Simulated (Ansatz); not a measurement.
Geometry optimisation, RKS B3LYP-D4/def2-SVP in Ansatz 0.2.0.

Input file:

```yaml
crystal:
  periodic: [false, false, false]
  atoms:
    - { symbol: F, position_ang: [-2.1541, -0.7507, 2.1992] }
    - { symbol: B, position_ang: [-1.6608, 0.506, 1.6261] }
    - { symbol: O, position_ang: [-1.2561, 0.5456, 0.2033] }
    - { symbol: C, position_ang: [0.2252, 0.2408, 0.1138] }
    - { symbol: Si, position_ang: [0.392, -1.6215, -0.1687] }
    - { symbol: Si, position_ang: [0.843, 1.1357, -1.3738] }
    - { symbol: H, position_ang: [-1.5772, 1.4907, 2.289] }
    - { symbol: H, position_ang: [0.8024, 0.5843, 0.9822] }
    - { symbol: H, position_ang: [-0.3575, -2.0225, -1.2992] }
    - { symbol: H, position_ang: [1.8215, -1.9019, -0.3185] }
    - { symbol: H, position_ang: [-0.1091, -2.35, 1.045] }
    - { symbol: H, position_ang: [2.2906, 0.8089, -1.5015] }
    - { symbol: H, position_ang: [0.6348, 2.5965, -1.2052] }
    - { symbol: H, position_ang: [0.0925, 0.7091, -2.5628] }
basis:
  gaussian: { orbitals: def2-SVP }
hamiltonian:
  xc: b3lyp
  dispersion: d4
relax:
  f_tol: 0.015
  max_steps: 40
```

Command:

```bash
$ ansatz run input.yaml --threads 2 --pin off --max-ram 3072MiB --backend cpu --events-out ev --progress --plain --runs-dir out
```

Q: Where does it end, and by what steps?

A: It converged. After 18 steps the energy has fallen by 1.356 eV; F1 moved furthest, 1.75 Å.

```tsv
step	energy less start (eV)	largest force component (eV/Å)	accepted
0	0.0000	3.861	yes
1	-0.6652	1.991	yes
2	-0.6271	1.720	no
3	-0.8399	0.616	yes
4	-0.8741	0.345	yes
5	-0.9029	0.286	yes
6	-0.9399	0.352	yes
7	-0.9897	0.406	yes
8	-1.0545	0.423	yes
9	-1.1302	0.387	yes
10	-1.2164	0.470	yes
11	-1.2776	0.534	yes
12	-1.3242	0.276	yes
13	-1.3475	0.183	yes
14	-1.3480	0.162	yes
15	-1.3228	0.825	no
16	-1.3553	0.045	yes
17	-1.3559	0.022	yes
18	-1.3560	0.004	yes
```

```xyz
14
Properties=species:S:1:pos:R:3
F -2.999 0.696 1.676
B -1.681 0.632 1.554
O -1.186 0.170 0.393
C 0.229 0.048 0.130
Si 0.622 -1.800 -0.139
Si 0.660 1.195 -1.332
H -0.976 0.985 2.471
H 0.811 0.390 1.009
H -0.115 -2.308 -1.329
H 2.090 -1.953 -0.356
H 0.208 -2.565 1.071
H 2.127 1.116 -1.590
H 0.285 2.595 -0.980
H -0.086 0.769 -2.548
```

Whether the end is a true minimum wasn't checked by a vibrational analysis.

The run took 100 s on 2 threads of Arm Neoverse V1, with other jobs on the host, peak memory 0.34 GiB.
